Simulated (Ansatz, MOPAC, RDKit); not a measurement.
Molecule: BNH₂Cl₂ (charge 0, singlet). SMILES: NB(Cl)Cl

Atoms: N1, B2, Cl3, Cl4, H5, H6. Bonds: N1-B2, N1-H5, N1-H6, B2-Cl3, B2-Cl4.

Bond lengths (Å) and angles (degrees) optimised at UFF with RDKit; PM6 with MOPAC; PM7 with MOPAC; HF/6-31G* with Ansatz (a first-principles code); B3LYP/6-31G* with Ansatz; MP2/6-31G* with Ansatz, each started from the B3LYP-D3(BJ)/def2-TZVP structure (Ansatz) of the last column. A row stands for all coordinates that are equal there; 6 of 7 kinds are shown. 6-31G* holds six Cartesian d functions. No wavenumbers were computed at UFF, MP2/6-31G*, so these may be saddle points.

```csv
coordinate,UFF,PM6,PM7,HF/6-31G*,B3LYP/6-31G*,MP2/6-31G*,B3LYP-D3(BJ)/def2-TZVP
N1-B2,1.522,1.397,1.381,1.380,1.389,1.391,1.385
N1-H5,1.045,1.001,1.002,0.996,1.011,1.011,1.006
B2-Cl3,1.843 to 1.846,1.758,1.748,1.773,1.779,1.762,1.770
N1-B2-Cl3,119.8 to 120.5,121.5,121.3,120.3,120.1,120.1,120.3
Cl3-B2-Cl4,119.6,116.9,117.4,119.3,119.7,119.8,119.5
B2-N1-H5,106.9 to 107.8,122.3,124.1,122.5,122.5,122.4,122.4
```

A range marks coordinates that this level makes unequal.

Mean signed difference of all 5 bond lengths from B3LYP-D3(BJ)/def2-TZVP: UFF 0.072 Å, PM6 -0.005 Å, PM7 -0.011 Å, HF/6-31G* -0.004 Å, B3LYP/6-31G* 0.006 Å, MP2/6-31G* 0.000 Å.
